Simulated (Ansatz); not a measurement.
Consider the substitution at a C–N bond: `C[NH][In]([F])[F]` + `[SH][SnH3]` → `C[S][SnH3]` + `[NH2][In]([F])[F]`.

Program: Ansatz. Geometries: PBE0-D4/def2-TZVP. ΔE: electronic, gas phase. CBS: MP2 limit from def2 TZ/QZ plus the TZ coupled-cluster correction, frozen cores. DFT in def2-TZVPP. Elements past krypton have def2 core potentials. For In, Sn outer-core shells are correlated without core-valence functions, which leaves a few kJ/mol of doubt a bond. One conformer a species, not always the lowest.

```
            species  BHLYP energy (Eh)
`C[NH][In]([F])[F]`         -485.05683
       `[SH][SnH3]`         -614.83459
       `C[S][SnH3]`         -654.12925
`[NH2][In]([F])[F]`         -445.77118
```

Work out ΔE.

ΔE = (-654.12925) + (-445.77118) − (-485.05683) − (-614.83459) = -0.00901 Eh = -5.7 kcal/mol. CCSD(T)/CBS gives -7.0 kcal/mol.

Largest T1 diagnostic among the species: 0.016.

At CCSD(T), def2-SVP lies +5.0 kcal/mol from the extrapolated value and def2-TZVPP +0.8 kcal/mol. Leaving LDA and LC-ωPBE aside and taking each functional with its dispersion term where it has one, the values, not all of them listed here, spread over 1.7 kcal/mol, from revPBE-D4 to CAM-B3LYP-D4. LDA lies +1.0 kcal/mol from PBE without D4. In def2-TZVPP, CCSD(T) changes the Hartree–Fock value by −1.2 kcal/mol (the triples alone add −0.4 kcal/mol) and MP2 by −2.3 kcal/mol.
